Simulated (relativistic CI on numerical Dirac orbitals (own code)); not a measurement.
# Ligand-field terms of d8

Computed with a parametric ligand-field model of a d^n configuration (Racah B and C, spin-orbit zeta, crystal field), exact diagonalisation.

Field parameters in Wybourne normalisation: Oh B⁴₀ = 21Dq, B⁴₄ = √(5/14) B⁴₀. The field is a parameter set, without covalency, and values of 10Dq over about 45,000 cm⁻¹ lie beyond real compounds.

B = 1090 cm⁻¹, C = 4860 cm⁻¹ (C/B = 4.46), Oh, no spin-orbit coupling. Tanabe-Sugano data, E/B above the lowest term (Δ = |10Dq|; b, c mark the second and third term of a kind):

```
 Δ/B   3A2    3T2    3T1     1E    1T2    1A1
 1.0  0.00   1.00   1.79  14.64  15.31  21.69
 3.0  0.00   3.00   5.29  15.49  17.92  23.06
 5.0  0.00   5.00   8.68  15.92  20.33  24.23
 7.0  0.00   7.00  11.92  16.16  22.63  25.22
 9.0  0.00   9.00  15.00  16.31  24.83  26.07
11.0  0.00  11.00  17.92  16.41  26.99  26.79
13.0  0.00  13.00  20.68  16.48  29.11  27.40
15.0  0.00  15.00  23.29  16.54  31.20  27.93
17.0  0.00  17.00  25.79  16.58  33.27  28.38
19.0  0.00  19.00  28.19  16.61  35.33  28.78
21.0  0.00  21.00  30.51  16.64  37.38  29.13
23.0  0.00  23.00  32.78  16.66  39.43  29.43
25.0  0.00  25.00  35.00  16.68  41.46  29.70
27.0  0.00  27.00  37.18  16.70  43.50  29.95
29.0  0.00  29.00  39.34  16.71  45.52  30.16
31.0  0.00  31.00  41.47  16.73  47.55  30.36
33.0  0.00  33.00  43.58  16.74  49.57  30.53
35.0  0.00  35.00  45.68  16.75  51.59  30.69
37.0  0.00  37.00  47.77  16.76  53.60  30.84
39.0  0.00  39.00  49.84  16.77  55.62  30.97
41.0  0.00  41.00  51.91  16.77  57.63  31.09
43.0  0.00  43.00  53.97  16.78  59.65  31.20
45.0  0.00  45.00  56.03  16.79  61.66  31.31
47.0  0.00  47.00  58.08  16.79  63.67  31.40
```

The ground term stays 3A2.
